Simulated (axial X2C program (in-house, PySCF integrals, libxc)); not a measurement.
**SnSi at several levels of theory**

Computed with an axial X2C code built on PySCF integrals. Spin-free means the one-electron spin-free X2C Hamiltonian. Basis: Sn dyall-cv3z [11s12p9d4f1g], Si dyall-v3z [8s7p2d1f] (cores contracted in-house); Gaussian nuclei, density fitting, unrestricted open shells. Masses: Sn 119.902 u, Si 27.977 u.

Input file and command:
```json
{
 "zs": [
  50,
  14
 ],
 "q": 0,
 "bas": [
  "dyall-cv3z",
  "dyall-v3z"
 ],
 "levels": [
  "PBE0",
  "HF",
  "BLYP"
 ],
 "cc": true,
 "r0": 2.56,
 "thr": -1.0,
 "nmax": 90,
 "npts": 10,
 "nst": 2,
 "ntry": 6
}
```
```bash
python so2c.py task.json out
```

Keys: zs atomic numbers; q charge; bas basis sets; levels methods; cc coupled cluster on or off; r0 starting distance in Å; thr threshold in hartree for freezing inner shells (an s shell follows its p shell); nmax most natural virtual spinors; npts points on the curve; nst determinants followed; ntry starts of the search. HF also brings MP2.

State, spin-free: M_S = 1, Λ = 0 (beyond evenly filled blocks: π+α, π-α); electrons by block: σα: 15, σβ: 15, π+α: 7, π+β: 6, π-α: 7, π-β: 6, δ+α: 2, δ+β: 2, δ-α: 2, δ-β: 2. Fragments: Sn + Si.

| Hamiltonian | level | Re (Å) | ωe (cm⁻¹) | ωexe (cm⁻¹) | De (eV) | D0 (eV) | k (mdyn/Å) | μ (D) |
| --- | --- | --- | --- | --- | --- | --- | --- | --- |
| spin-free | PBE0 | 2.513 | 354.8 | 0.898 | 2.75 | 2.73 | 1.68 | -1.03 |
| spin-free | HF | 2.480 | 392.1 | 0.803 | 1.19 | 1.16 | 2.05 | -1.08 |
| spin-free | MP2 | 2.527 | 350.3 | n/a | 2.42 | 2.39 | 1.64 | n/a |
| spin-free | CCSD | 2.521 | 357.3 | 0.927 | 2.32 | 2.30 | 1.71 | n/a |
| spin-free | CCSD(T) | 2.538 | 343.7 | 0.992 | 2.49 | 2.47 | 1.58 | n/a |
| spin-free | BLYP | 2.582 | 311.7 | 0.933 | 2.80 | 2.78 | 1.3 | -0.90 |

Correlated methods: 8 electrons correlated (number of frozen shells: Sn 4 s, 3 p, 2 d; Si 2 s, 1 p), 230 virtual spin orbitals or spinors in MP2, 90 natural virtuals in coupled cluster.

Dipoles are positive if Si is the positive end.

One determinant describes the state; a PBE0 search over occupations chose it and may have missed a lower one. Dissociation energies refer to the lowest single-determinant-based atoms at the same level and basis. Coupled cluster ran in a truncated set of natural virtual spinors; the MP2 energy of the rest was added. (T) has no such correction and the atoms are truncated less, which lowers De at CCSD(T) by a hundredth of an eV or more. PBE0 can misorder states that lie within some tenths of an eV, so this need not be the ground state of the molecule. The nearest other spin-free determinant of the search, M_S = 1, Λ = 1, lies 0.37 eV up at the distance of the search. The functionals have no current-density term, which raises determinants with orbital currents, atoms included. At some level and bond length an empty orbital lies below a filled one. Some points did not converge and are left out. The stretched end of a curve changes character and is left out. With the outer-core shells frozen, correlated bond lengths of heavy atoms tend to come out a few hundredths of an ångström too long. Spin-free De lacks the spin–orbit lowering of the heavy p-block atom, a tenth of an eV or more for 4p and 5p, up to an eV for 6p and one to two eV for 7p atoms, less what an open-shell molecule gains itself.

No reliable constants came from BLYP (2c), CCSD (2c), CCSD(T) (2c), HF (2c), MP2 (2c), PBE0 (2c): no minimum in range, unconverged points, a curve that is not smooth, a change of character along it, or the two Hamiltonians disagreeing along it.

The whole task took 2.2 min on 1 thread of Arm Neoverse V1, on a shared host.
